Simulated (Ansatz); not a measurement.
Reaction (redistribution): `[CH3][Al]([OH])[Br]` + `CC(F)[SiH3]` → `[OH][Al]([F])[Br]` + `CC(C)[SiH3]`

Gas-phase electronic energies from Ansatz, PBE0-D4/def2-TZVP geometries. CCSD(T)/CBS is the MP2 limit (def2-TZVPP, def2-QZVPP) plus CCSD(T) − MP2 in def2-TZVPP, frozen cores. For Br outer-core shells are correlated without core-valence functions, which leaves a few kJ/mol of doubt a bond. Scalar relativity is left out up to krypton. One conformer a species, not always the lowest.

| species | CCSD(T)/CBS(def2) energy (Eh) |
| --- | --- |
| `[CH3][Al]([OH])[Br]` | -2931.11374 |
| `CC(F)[SiH3]` | -469.17172 |
| `[OH][Al]([F])[Br]` | -2991.11301 |
| `CC(C)[SiH3]` | -409.25569 |

Task: Work out ΔE.

Result: ΔE = (-2991.11301) + (-409.25569) − (-2931.11374) − (-469.17172) = -0.08324 Eh = -2.27 eV.

Largest T1 diagnostic among the species: 0.011.

Leaving LDA and LC-ωPBE aside and taking each functional with its dispersion term where it has one, the values, not all of them listed here, spread over 0.22 eV, from PBE-QIDH to PBE-D4. LDA lies −0.04 eV from PBE without D4. The D4 term adds −0.06 eV with B3LYP and −0.03 eV with PBE0; it sums over pairs of atoms, weighted by their polarisabilities, and B3LYP, whose exchange is more repulsive, gets the larger term.

B3LYP here is the variant with VWN-RPA as its local correlation; programs differ in this.
